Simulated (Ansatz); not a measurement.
A calculation with Ansatz (development build ahead of 0.2.0).

```yaml
crystal:
  periodic: [false, false, false]
  atoms:
    - { symbol: Ti, position_ang: [0.0, 0.0, -0.41991] }
    - { symbol: O, position_ang: [0.0, 1.43167, 0.57738] }
    - { symbol: O, position_ang: [0.0, -1.43167, 0.57738] }
basis:
  gaussian: { orbitals: cc-pVTZ }
hamiltonian:
  xc: hf
correlation:
  method: mp2
  frozen_orbitals: { O: 1, Ti: 5 }
```

The input is written out in the form of the current development build from the run's settings.

Output:

- Converged: yes
- Reference energy: -998.14562 hartree
- Correlation energy: -1.00606 hartree
- Total energy: -999.15168 hartree
- Spin squared of the determinant: 0.000

Caution: in another basis set an unrestricted determinant lies well below; other spin multiplicities were not run.
